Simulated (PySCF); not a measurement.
# S²⁺: excitation energy

S²⁺ [Ne] 3s2 3p2 (3P) → S²⁺ [Ne] 3s1 3p2 3d1 (high-spin determinant), as a difference of total energies. Calculation: PySCF 2.14, in x2c-QZVPPall with one added diffuse shell each of s, p, d, f type (10s7p5d3f1g, 86 functions); scalar relativity by spin-free X2C-1e. Correlated levels: valence and next inner shell: 1s2 frozen. The calculations carry no spin-orbit coupling.

```tsv
method	excitation energy (eV)
UHF	22.249
MP2 (valence and next inner shell)	23.616
SCS-MP2 (valence and next inner shell)	24.222
CCSD (valence and next inner shell)	23.167
CCSD(T) (valence and next inner shell)	22.962
```

Question: How much does correlation contribute at CCSD(T) (valence and next inner shell)?

Answer: 22.962 − (22.249) = 0.713 eV, measured against UHF.

The promoted electron is Rydberg-like, and one or two diffuse shells describe it only roughly, which tends to raise the upper state.

The coupled-cluster amplitudes are large for the upper state (T1 above 0.03 or a double amplitude above 0.15), so a single reference is strained.

The determinant of the upper state mixes LS terms, which raises its energy above the lowest term, most at the Hartree-Fock and MP2 levels.
